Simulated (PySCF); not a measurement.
Zr(F)3(OH) (F3HOZr), SMILES [OH][Zr]([F])([F])[F], multiplicity 1.

Geometry: B3LYP-D3(BJ)/def2-SVP. The multiplicity is an assumed one; other spin states were not compared. The def2 effective core potentials stand for the cores of Zr; spin–orbit coupling is left out. The values are those of a single conformer.

Two levels are set side by side: PBE/def2-TZVP (PySCF) and PBE0/def2-TZVP (PySCF). Same geometry, gas phase. Differences are taken from unrounded values.

| quantity | PBE0 |
|---|---|
| orbital gap (eV) | 9.47 |
| highest occupied level (eV) | -10.26 |
| lowest empty level (eV) | -0.79 |
| dipole moment (D) | 2.75 |
| mean polarisability (bohr³) | 36.1 |

What does PBE give, and how far is it from PBE0? (Estimate from the structure and the level; the computed values follow.)


```json
[
 {"quantity": "orbital gap (eV)", "PBE": "6.82", "PBE minus PBE0": "-2.66"},
 {"quantity": "highest occupied level (eV)", "PBE": "-8.49", "PBE minus PBE0": "1.77"},
 {"quantity": "lowest empty level (eV)", "PBE": "-1.67", "PBE minus PBE0": "-0.89"},
 {"quantity": "dipole moment (D)", "PBE": "2.66", "PBE minus PBE0": "-0.08"},
 {"quantity": "mean polarisability (bohr³)", "PBE": "39.2", "PBE minus PBE0": "3.1"}
]
```

PBE's occupied levels lie high since its potential decays too fast outside the molecule; exact exchange lowers them and widens the gap. PBE's more diffuse valence density responds more strongly to a field. Differences between two approximate levels are no errors against the true value.

Rough cost on one machine, each run with all the roots and properties that it gave: PBE0 against PBE within a factor of 2.
